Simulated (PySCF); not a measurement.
PySCF job for B(F)(Et)(vinyl) (C₄H₈BF), SMILES C=CB(F)CC, IEF-PCM-B3LYP/def2-SVP. Geometry optimised at PBE0-D3(BJ)/def2-SVP. The values are those of a single conformer.

```python
import numpy as np
from pyscf import gto, scf, dft
from pyscf.solvent import pcm

mol = gto.M(
    atom='''
    B    -0.19465757   -0.19050476    0.32650600
    F     0.08927123   -0.79466762    1.48539103
    C     0.95367706    0.59766421   -0.40302102
    C     2.36499138    0.34431084    0.11315852
    H     0.69333535    1.67009984   -0.29984861
    H     0.88985532    0.41184307   -1.48981849
    H     2.66008824   -0.70763476   -0.02398639
    H     2.44316562    0.55883583    1.18963095
    H     3.11114968    0.96552850   -0.40544033
    C    -1.66801825   -0.30155273   -0.17195720
    C    -2.09682833    0.21753628   -1.33126797
    H    -2.39495518   -0.83109699    0.45771389
    H    -3.13660384    0.13468707   -1.66620863
    H    -1.41911937    0.75451840   -2.00456547
    ''',
    basis='def2-SVP',
    charge=0,
    spin=0,
    max_memory=1600,
    verbose=3,
)
mf = dft.RKS(mol, xc='b3lyp').density_fit(auxbasis='def2-universal-jkfit')
mf.grids.level = 3
mf.conv_tol = 1e-9
mf.max_cycle = 100
mf.kernel()
res = {}
for name, eps in {'water': 78.355, 'ethylethanoate': 5.9867, 'toluene': 2.3741}.items():
    s = mf.PCM()
    s.with_solvent.method, s.with_solvent.eps, s.with_solvent.lebedev_order = 'IEF-PCM', eps, 29
    s.kernel(mf.make_rdm1())
    res[name] = (s.e_tot, eps, s.dip_moment(), s.mo_energy, s.converged)
    print(f'{name}: electrostatic solvation free energy {(s.e_tot - mf.e_tot) * 627.509474:.3f} kcal/mol')
```

Program output:

```
converged SCF energy = -281.781039644649

WARN: PCM is an experimental feature. It is still in testing.
Features and APIs may be changed in the future.

converged SCF energy = -281.784108136463
Dipole moment(X, Y, Z, Debye): -0.71469,  0.91882, -1.75757
water: electrostatic solvation free energy -1.926 kcal/mol

WARN: PCM is an experimental feature. It is still in testing.
Features and APIs may be changed in the future.

converged SCF energy = -281.783391418462
Dipole moment(X, Y, Z, Debye): -0.67818,  0.86147, -1.64829
ethylethanoate: electrostatic solvation free energy -1.476 kcal/mol

WARN: PCM is an experimental feature. It is still in testing.
Features and APIs may be changed in the future.

converged SCF energy = -281.782465755492
Dipole moment(X, Y, Z, Debye): -0.63025,  0.79377, -1.51798
toluene: electrostatic solvation free energy -0.895 kcal/mol
```

The run converged.

Cost: roughly 2.1 core-minutes.
